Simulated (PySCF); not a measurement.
Species: C6H13S (doublet state).
SMILES with atom numbers: `[CH3:1][CH:2][S:3][C@H:4]([CH3:5])[CH2:6][CH3:7]` (hydrogens: H8, H9, H10 on C1; H11 on C2; H12 on C4; H13, H14, H15 on C5; H16, H17 on C6; H18, H19, H20 on C7)

Structure used (PBE0-D3(BJ)/def2-SVP), in Å, numbered top down from 1:
```
atom  x, y, z in Å
C1     3.0572    0.4577   -1.5522
C2     1.9599    0.4175   -0.5508
S3     0.3874   -0.0971   -1.0363
C4    -0.4698   -0.2227    0.5794
C5     0.0406   -1.4141    1.3714
C6    -1.9747   -0.2844    0.3317
C7    -2.5721    0.9694   -0.2848
H8     3.0450    1.3771   -2.1713
H9     4.0391    0.4229   -1.0540
H10    3.0008   -0.3967   -2.2459
H11    2.0347    0.9958    0.3768
H12   -0.2349    0.7128    1.1177
H13   -0.1843   -2.3544    0.8446
H14    1.1293   -1.3585    1.5145
H15   -0.4384   -1.4501    2.3638
H16   -2.4559   -0.4867    1.3043
H17   -2.1935   -1.1644   -0.2992
H18   -2.1094    1.1957   -1.2572
H19   -2.4159    1.8445    0.3663
H20   -3.6555    0.8571   -0.4402
```

The hyperfine couplings belong to this conformer and change with its torsions.

The calculation used UKS B3LYP, IGLO-III on C S, pcH-1 on H, non-relativistic, mean-field spin-orbit, GIAO in PySCF 2.14.0. Isolated species at its PBE0-D3(BJ)/def2-SVP geometry (one conformer only). No stability test was run, so a lower SCF solution isn't excluded.

Q: Give the principal g shifts and their parts.

A: 
```
                    Δg (ppt)      1      2      3
relativistic mass correction  -0.16  -0.16  -0.16
            gauge correction   0.01   0.05   0.03
   orbital Zeeman/spin–orbit  -0.14   1.88   5.38
                       total  -0.29   1.77   5.25
```

So g = 2.00202, 2.00409, 2.00757 and g_iso = 2.00456; the tensor is rhombic: the two nearest values differ by 37 % of g3 − g1. Axes: g2 points within 12° of the C2–S3 bond and g3 points within 8° of the S3–C4 bond.

Q: What are the electron Larmor frequencies g μB B/h along the three axes at 330 mT?

A: 9.2469, 9.2564, 9.2725 GHz for g1, g2 and g3, a range of 25.6 MHz.

Q: Average each term over the three axes. Which is largest in size?

A: The orbital-Zeeman/spin–orbit term 2.37, the mass correction -0.16 and the gauge correction 0.03 ppt, for a total of 2.24 ppt. The orbital-Zeeman/spin–orbit term is the largest in size. The mass correction is the same along every axis, so the anisotropy comes from the other two: their spans along these axes are 0.05 (gauge) and 5.52 ppt (orbital Zeeman/spin–orbit).

Q: What effective moment and Curie constant follow for a powder?

A: With the mean of g² = 4.0183 and S(S+1) = 0.75: μ_eff = √(⟨g²⟩S(S+1)) = 1.736 μB and χT = 0.12505·⟨g²⟩·S(S+1) = 0.377 cm³ K/mol (cgs; spin-Hamiltonian part alone).

Q: In a frozen sample, at which fields do the three g values resonate at 9.5, 34, 94 and 263 GHz (hyperfine left aside), and which band first spreads them over more than twice a line width of 0.3 mT?

A: 
```json
{"band": "X", "GHz": "9.5", "B(g3) mT": "338.10", "B(g2) mT": "338.68", "B(g1) mT": "339.03", "spread mT": "0.94"}
{"band": "Q", "GHz": "34.0", "B(g3) mT": "1210.03", "B(g2) mT": "1212.13", "B(g1) mT": "1213.38", "spread mT": "3.35"}
{"band": "W", "GHz": "94.0", "B(g3) mT": "3345.38", "B(g2) mT": "3351.19", "B(g1) mT": "3354.65", "spread mT": "9.27"}
{"band": "J", "GHz": "263.0", "B(g3) mT": "9359.95", "B(g2) mT": "9376.21", "B(g1) mT": "9385.87", "spread mT": "25.92"}
```

The spread grows in proportion to the frequency. X band is the first where it exceeds 0.6 mT.

Largest spin populations (Mulliken): C2 (+0.83), S3 (+0.18) and C1 (-0.08). The positive populations add up to 1.12 and the negative ones to -0.12, together 2S = 1. The angles at C2 add up to 357.1°, so it is nearly planar; its axial dipolar tensor and the negative coupling of its proton fit spin in a p orbital normal to that plane.

The HOMO–LUMO gaps are 4.91 eV among the α and 5.60 eV among the β orbitals.
